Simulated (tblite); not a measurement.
Species: C4H7BO2S (charge -1 and doublet state).
SMILES with atom numbers: `[CH3:1][C:2]([S-:3])[B:4]1[O:5][CH2:6][CH2:7][O:8]1` (hydrogens: H9, H10, H11 on C1; H12, H13 on C6; H14, H15 on C7)

Computed with GFN2-xTB (tblite), gas phase: L-BFGS steps from a force-field or distance-geometry start until the largest atomic force falls under 0.01 eV/Å.

Step 39: E = -680.1993 eV
```
atom  x, y, z in Å  |  force x, y, z in eV/Å
C1      2.4932   -0.7207   -0.4076    0.017   0.002  -0.064
C2      1.5310    0.4323   -0.5158   -0.049   0.092   0.062
S3      2.1274    1.8901   -1.1962    0.100  -0.063   0.069
B4      0.1354    0.3228   -0.0187   -0.055   0.052  -0.010
O5     -0.7536    1.3964    0.2358    0.016  -0.013   0.079
C6     -1.9044    0.8566    0.8057    0.011   0.094  -0.036
C7     -1.9028   -0.5968    0.3287   -0.022  -0.024   0.019
O8     -0.5458   -0.9188    0.2515   -0.061  -0.021  -0.036
H9      2.7375   -0.9125    0.6434    0.047  -0.036  -0.030
H10     3.4097   -0.4858   -0.9424    0.122  -0.022  -0.033
H11     2.0640   -1.6388   -0.8161   -0.045  -0.011   0.003
H12    -1.8252    0.8745    1.9085   -0.027   0.103  -0.017
H13    -2.7760    1.4417    0.4977   -0.105  -0.062  -0.036
H14    -2.4490   -1.2725    0.9985    0.142  -0.053   0.038
H15    -2.3457   -0.6606   -0.6795   -0.091  -0.038  -0.008
```

Step 40: E = -680.2042 eV
```
atom  x, y, z in Å  |  force x, y, z in eV/Å
C1      2.5002   -0.7228   -0.4162    0.008   0.068  -0.061
C2      1.5340    0.4315   -0.5097   -0.066  -0.012   0.072
S3      2.1259    1.8972   -1.1745    0.105  -0.056   0.062
B4      0.1385    0.3158   -0.0106   -0.063  -0.008   0.003
O5     -0.7434    1.3909    0.2498   -0.007  -0.009   0.046
C6     -1.9058    0.8593    0.8012   -0.003   0.059  -0.035
C7     -1.9061   -0.6015    0.3328   -0.016   0.129   0.038
O8     -0.5512   -0.9281    0.2566   -0.022   0.047  -0.055
H9      2.7493   -0.9154    0.6345    0.055  -0.055  -0.074
H10     3.4121   -0.4798   -0.9568    0.106  -0.030  -0.003
H11     2.0742   -1.6408   -0.8295   -0.054   0.014   0.027
H12    -1.8449    0.8918    1.9057   -0.044   0.065  -0.050
H13    -2.7721    1.4419    0.4717   -0.082  -0.056  -0.028
H14    -2.4598   -1.2598    1.0108    0.151  -0.127   0.069
H15    -2.3550   -0.6722   -0.6725   -0.066  -0.030  -0.010
```

Step 41: E = -680.2092 eV
```
atom  x, y, z in Å  |  force x, y, z in eV/Å
C1      2.5051   -0.7231   -0.4236    0.001   0.087  -0.037
C2      1.5365    0.4326   -0.5037   -0.059  -0.098   0.060
S3      2.1312    1.9018   -1.1562    0.093  -0.034   0.058
B4      0.1400    0.3113   -0.0062   -0.050  -0.056   0.014
O5     -0.7355    1.3867    0.2627   -0.031   0.016  -0.002
C6     -1.9072    0.8619    0.7971   -0.025   0.017  -0.020
C7     -1.9094   -0.6047    0.3360   -0.016   0.214   0.048
O8     -0.5568   -0.9346    0.2564    0.032   0.102  -0.078
H9      2.7583   -0.9171    0.6267    0.058  -0.070  -0.107
H10     3.4159   -0.4772   -0.9672    0.068  -0.028   0.017
H11     2.0791   -1.6408   -0.8393   -0.052   0.039   0.043
H12    -1.8606    0.9079    1.9023   -0.063   0.025  -0.060
H13    -2.7706    1.4407    0.4518   -0.059  -0.038  -0.033
H14    -2.4630   -1.2529    1.0220    0.143  -0.166   0.098
H15    -2.3673   -0.6845   -0.6654   -0.041  -0.009  -0.001
```

Step 42: E = -680.2168 eV
```
atom  x, y, z in Å  |  force x, y, z in eV/Å
C1      2.5114   -0.7223   -0.4338    0.003   0.067   0.000
C2      1.5397    0.4339   -0.4947   -0.019  -0.158   0.016
S3      2.1440    1.9064   -1.1302    0.058  -0.009   0.063
B4      0.1403    0.3066   -0.0025   -0.012  -0.090   0.028
O5     -0.7260    1.3824    0.2803   -0.070   0.054  -0.074
C6     -1.9101    0.8660    0.7918   -0.058  -0.020   0.006
C7     -1.9147   -0.6068    0.3407   -0.020   0.228   0.054
O8     -0.5650   -0.9399    0.2511    0.098   0.142  -0.105
H9      2.7714   -0.9202    0.6146    0.057  -0.088  -0.115
H10     3.4235   -0.4765   -0.9795   -0.014  -0.014   0.032
H11     2.0829   -1.6390   -0.8512   -0.042   0.061   0.052
H12    -1.8822    0.9318    1.8965   -0.090  -0.036  -0.059
H13    -2.7710    1.4376    0.4263   -0.019  -0.005  -0.049
H14    -2.4604   -1.2488    1.0380    0.131  -0.170   0.128
H15    -2.3880   -0.7032   -0.6539   -0.003   0.038   0.024
```

Problem. Estimate the geometry and energy of step 43. (The exact step hangs on the optimiser's Hessian estimate; all steps are aligned on step 42, rigid shifts and turns removed.)

Solution. E = -680.2244 eV, largest force 0.219 eV/Å
```
atom  x, y, z in Å  |  force x, y, z in eV/Å
C1      2.5168   -0.7207   -0.4429    0.003   0.004   0.040
C2      1.5424    0.4339   -0.4863    0.028  -0.145  -0.036
S3      2.1599    1.9086   -1.1053    0.015   0.015   0.072
B4      0.1394    0.3038   -0.0014    0.032  -0.070   0.036
O5     -0.7203    1.3808    0.2947   -0.099   0.073  -0.133
C6     -1.9144    0.8704    0.7873   -0.077  -0.034   0.026
C7     -1.9199   -0.6060    0.3456   -0.016   0.132   0.053
O8     -0.5719   -0.9396    0.2410    0.122   0.129  -0.116
H9      2.7848   -0.9247    0.6017    0.051  -0.100  -0.077
H10     3.4316   -0.4789   -0.9883   -0.086   0.019   0.018
H11     2.0840   -1.6355   -0.8601   -0.036   0.054   0.042
H12    -1.9029    0.9546    1.8906   -0.106  -0.089  -0.042
H13    -2.7740    1.4333    0.4050    0.011   0.037  -0.072
H14    -2.4507   -1.2512    1.0534    0.128  -0.117   0.133
H15    -2.4091   -0.7206   -0.6414    0.029   0.092   0.057
```

The energy changes by -0.0076 eV. The first-order estimate −F·Δx gives -0.0104 eV and the mean of the old and new forces, exact on a quadratic surface, -0.0076 eV. The step makes an angle of 74° with the force vector and moves no atom by more than 0.031 Å.

The cost below is that of the whole relaxation. Time: 1.3 s. Hardware: one thread of an Arm Neoverse N1, no GPU, shared host with 32 logical CPUs at a one-minute load of 20.
